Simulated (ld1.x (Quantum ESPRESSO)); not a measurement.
## Transferability test, PAW potential for Pt (Z = 78)

| Item | Value |
| --- | --- |
| Element | Pt |
| Generator | ld1.x (Quantum ESPRESSO) 7.5 |
| Type | PAW |
| Functional | LDA (PZ) |
| Relativity | scalar-relativistic |
| Frozen core | [Xe] 4f14 |
| Valence charge | 10 |
| Reference configuration | 5d9.5 6s0.5 6p0 |
| Partial waves | 6s (bound): rcut 2.25, rcutus 2.85 bohr; 6s channel at 3.55 Ry: rcut 2.25, rcutus 2.85 bohr; 6p (bound, empty): rcut 4.00, rcutus 4.45 bohr; 6p channel at 1.9 Ry: rcut 4.00, rcutus 4.45 bohr; 5d (bound): rcut 1.05, rcutus 1.40 bohr; 5d channel at 4.35 Ry: rcut 1.05, rcutus 1.40 bohr |
| Local potential | all-electron potential smoothed inside 3.95 bohr (lloc = -1) |
| Core correction | Bessel-smoothed model core, default radius (core density twice the valence density) |
| Augmentation charge | PSQ, inside the norm-conserving radii |

Energies are relative to the spin-unpolarised reference configuration 5d9.5 6s0.5 6p0; without spin polarisation the order of configurations can differ from experiment. Spin-polarised rows fill each open shell by Hund’s rule, majority spin first.

```
           valence configuration  charge  ΔE all-electron (eV)  error AE − PS (meV)
                     5d9 6s1 6p0       0                 0.086                 -2.8
                     5d9 6s0 6p0      +1                 9.631                 -9.8
                     5d8 6s1 6p0      +1                11.503                  -55
                     5d9 6s0 6p1       0                 5.271                 -3.9
                    5d10 6s0 6p0       0                 0.140                 -5.6
                     5d8 6s1 6p1       0                 6.681                  -45
5d9.5 6s0.5 6p0 (spin-polarised)       0                -0.094                 -0.3
```

Task: What are ΔE and the potential's error for 5d8 6s0 6p0?

Result: ΔE = 29.890 eV all-electron; the error (AE − PS) is -89 meV.

Task: What are ΔE and the potential's error for 5d9 6s1 6p0 (spin-polarised)?

Result: ΔE = -0.293 eV all-electron; the error (AE − PS) is -4.2 meV.

Levels in the configuration 5d8 6s1 6p1:

| level | all-electron (eV) | pseudo (eV) |
| --- | --- | --- |
| 5d | -10.131 | -10.206 |
| 6s | -8.167 | -8.171 |
| 6p | -2.294 | -2.296 |
